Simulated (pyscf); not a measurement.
PySCF, gas phase, ωB97X-D3(BJ)/def2-SVP geometries. Singlets are restricted, triplets unrestricted.

Singlet (Å):
```xyz
7

F      0.4870     0.7547    -0.6051
Ge     0.4205    -0.2176     0.8778
S     -1.0269    -1.7287     0.1339
Si    -1.3694    -0.9933    -1.8691
H     -2.3428    -1.9583    -2.4506
H     -1.9784     0.3599    -1.8451
H     -0.1200    -1.0177    -2.6696
```

Triplet (Å):
```xyz
7

F      0.3925     1.4845     0.5908
Ge     0.6633    -0.2181     0.2574
S     -1.1344    -1.5227     0.1036
Si    -1.4049    -1.2013    -2.0182
H     -2.6779    -1.8918    -2.3712
H     -1.5068     0.2534    -2.3011
H     -0.2740    -1.8011    -2.7724
```

Problem. For these two minima of `[F][Ge][S][SiH3]`, which spin state lies lower at ωB97X-D3(BJ)/def2-TZVP, and by how much (electronic energies)?

Solution. The singlet, by 61.5 kcal/mol. Zero-point energy shifts E(triplet) − E(singlet) by -0.4 kcal/mol. The 7 functionals that were run give +54.8 (M06-2X) to +62.1 kcal/mol (ωB97M-D3(BJ)/def2-TZVP). Other isomers of F–Ge:–S–SiH₃ [singlet] were not searched in full and may lie lower. 

E(triplet) − E(singlet) by level (kcal/mol):

```tsv
level	gap
ωB97X-D3(BJ)/def2-TZVP	+61.5
PBE/def2-TZVP	+57.4
r²SCAN/def2-TZVP	+55.1
B3LYP-D3(BJ)/def2-TZVP	+60.5
PBE0-D3(BJ)/def2-TZVP	+56.4
M06-2X/def2-TZVP	+54.8
ωB97M-D3(BJ)/def2-TZVP	+62.1
HF/def2-TZVP	+43.7
```

The triplet is the lowest one reached from the SCF start used. Elements up to Kr have no core potential and no relativistic terms here.
